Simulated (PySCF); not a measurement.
# Löwdin shares of the frontier orbitals

Species: C3H13NSi3.
Structure used (PBE0-D3(BJ)/def2-SVP), in Å, numbered top down from 1:
```
atom  x, y, z in Å
Si1    3.2555    0.4279   -0.3402
C2     1.8786   -0.6420    0.3616
Si3    0.2507   -0.5464   -0.5719
C4    -0.4843    1.1974   -0.5933
C5    -2.0217    1.0827   -0.6009
Si6   -2.4966   -0.4004    0.4734
N7    -1.0643   -1.3672    0.2325
H8     4.5099    0.2951    0.4639
H9     3.5606    0.0353   -1.7510
H10    2.8491    1.8682   -0.3379
H11    1.6975   -0.3485    1.4104
H12    2.2295   -1.6890    0.3748
H13    0.5007   -1.0827   -1.9519
H14   -0.1101    1.8088   -1.4305
H15   -0.1433    1.7002    0.3295
H16   -2.3795    0.8666   -1.6225
H17   -2.5141    2.0184   -0.2903
H18   -2.7194   -0.0277    1.9105
H19   -3.7454   -1.0874    0.0119
H20   -1.0014   -2.3331    0.5335
```

Method: TDDFT CAM-B3LYP/def2-SVPD, vertical, gas phase, core orbitals frozen in the response (PySCF 2.14.0, density-fitted response routines).

Frontier orbitals with the atoms that hold most of them (Löwdin shares over 4%, at most four atoms; ? is withheld):

```json
{"orbital": "HOMO-3", "ε (eV)": "-10.30", "atoms": "C5 17%, C2 14%, Si6 13%, C4 10%"}
{"orbital": "HOMO-2", "ε (eV)": "-10.13", "atoms": "C4 16%, C5 14%, Si3 12%, Si6 10%"}
{"orbital": "HOMO-1", "ε (eV)": "-9.43", "atoms": "C4 21%, C5 18%, Si3 13%, Si6 11%"}
{"orbital": "HOMO", "ε (eV)": "?", "atoms": "?"}
{"orbital": "LUMO", "ε (eV)": "1.04", "atoms": "?"}
{"orbital": "LUMO+1", "ε (eV)": "1.23", "atoms": "Si1 22%, Si6 9%, Si3 7%, H8 6%"}
{"orbital": "LUMO+2", "ε (eV)": "1.39", "atoms": "Si6 18%, Si1 14%, C5 9%, H16 7%"}
```

Task: Give the leading atoms of the LUMO.

Result: Si6 (bonded to C, N and 2 H) 16%; Si3 (bonded to 2 C, N and H) 15%; H20 (bonded to N) 12%; Si1 (bonded to C and 3 H) 10%. By element: silicon 42%, hydrogen 12% or more.

Task: Give the leading atoms of the HOMO.

Result: N7 (bonded to 2 Si and H) 48%; Si6 (bonded to C, N and 2 H) 11%; Si3 (bonded to 2 C, N and H) 10%; H13 (bonded to Si) 6%. By element: nitrogen 48%, silicon 20% or more, hydrogen 6% or more.

Task: What is the HOMO energy, and the HOMO–LUMO gap?

Result: ε(HOMO) = -8.51 eV; the gap is 9.55 eV (0.3511 hartree).

Task: How does S1 compare with the orbital gap of 9.55 eV?

Result: S1 is at 6.35 eV (f = 0.013), 3.20 eV below the gap, made of HOMO→LUMO (65%), HOMO→LUMO+1 (23%). Without the coupling terms of the response equations the lowest excitation would equal the gap.

Next come S2 at 6.92 eV (f 0.013), HOMO→LUMO+1 (39%), HOMO→LUMO+2 (32%), HOMO→LUMO (11%); S3 at 7.34 eV (f 0.011), HOMO→LUMO+4 (42%), HOMO→LUMO+3 (24%); S4 at 7.38 eV (f 0.022), HOMO→LUMO+2 (45%), HOMO→LUMO (14%), HOMO→LUMO+3 (12%); S5 at 7.64 eV (f 0.012), HOMO→LUMO+5 (34%), HOMO-1→LUMO (21%), HOMO→LUMO+6 (16%).

One conformer stands for the species.
